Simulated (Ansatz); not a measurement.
A geometry relaxed with PBE-D3(BJ)/def2-TZVP (Ansatz, a program for electronic structure), charge 0, multiplicity 1:

```xyz
7

H     -1.4262     0.7879    -1.1244
Si    -0.9028    -0.0230     0.0203
H     -1.3576     0.6241     1.2921
Cl     1.9735     1.5209     0.0130
Cl     2.0553    -1.4912    -0.1139
B      1.1182    -0.0117    -0.0309
H     -1.4603    -1.4069    -0.0562
```

Q: Write the SMILES of this molecule.

A: `[SiH3]B(Cl)Cl`
